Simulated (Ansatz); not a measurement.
`C/C=C/[SiH2]C`, charge 0, multiplicity 1.

**Question.** Give a relaxed structure at PBE0-D4/def2-TZVP (the Gaussian-basis code of Ansatz). (An estimate is asked.)

**Answer.** Ansatz gave: 
Cartesian coordinates in Å:
```
C 0.194 -0.806 -2.654
C 0.198 -0.846 -1.165
C -0.474 -0.020 -0.362
Si -0.415 -0.124 1.490
C 0.273 1.440 2.256
H 1.208 -0.660 -3.042
H -0.440 -0.002 -3.033
H -0.163 -1.754 -3.068
H 0.810 -1.630 -0.719
H -1.081 0.755 -0.831
H -1.785 -0.355 2.033
H 0.433 -1.295 1.855
H -0.337 2.305 1.984
H 0.287 1.367 3.346
H 1.293 1.624 1.912
```
This is one stationary point; other conformers may exist.
